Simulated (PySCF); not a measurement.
ZnBr from Hartree–Fock to correlated methods

State: ²Σ⁺ (doublet), unpaired electrons σ ↑. Set-up: Zn def2-TZVPPD, Br def2-TZVPPD; no relativity (PySCF 2.14). De refers to Zn + Br in their high-spin ground configurations, without counterpoise correction. The functionals are run spin-unrestricted. A positive dipole means Zn(−)Br(+).

```tsv
Level	Re (Å)	ωe (cm⁻¹)	De (eV)	μ (D)
UHF	2.336	279	1.70	-3.28
UHF-MP2	2.279	290	2.03	n/a
UHF-SCS-MP2	2.296	285	1.84	n/a
PBE	2.324	258	1.90	-2.44
BP86	2.326	256	1.83	-2.46
r²SCAN	2.291	279	2.15	-2.51
B3LYP	2.336	256	1.68	-2.75
PBE0	2.305	274	1.99	-2.68
r²SCAN0	2.288	284	2.14	-2.72
B97-3	2.337	259	1.76	-2.76
M06-2X	2.337	272	1.95	-2.79
ωB97X-V	2.296	283	1.95	-2.79
```

(1) What does a quarter of exact exchange do here, going from PBE to PBE0?

(2) What does the step from GGA to meta-GGA do here, going from PBE to r²SCAN?

(3) What does second-order correlation do here, going from UHF to UHF-MP2?

Correlated steps freeze 14 core orbitals. Spin–orbit coupling is left out. The state is the lowest determinant that a PBE0 search found; another state may lie lower at other levels.

The whole job (state search and all levels along the bond) took about 10 min on 2 threads of Intel Xeon Platinum 8259CL @ 2.50GHz (shared host), peak memory 7.2 GiB.

Answers

(1) PBE0 less PBE: -1.9 pm in Re, +6.2 % in ωe, +0.09 eV in De. Exact exchange removes part of the self-interaction that spreads semilocal densities, and in most molecules shortens and stiffens the bond and lowers De; here De goes the other way.

(2) r²SCAN less PBE: -3.3 pm in Re, +8.1 % in ωe, +0.25 eV in De. 

(3) UHF-MP2 less UHF: -5.7 pm in Re, +3.9 % in ωe, +0.33 eV in De. Correlation nearly always deepens the well. The bond shortens, as in weak, metallic or heavy-atom bonds, where dispersion and the correlation of outer-core electrons pull the atoms together.
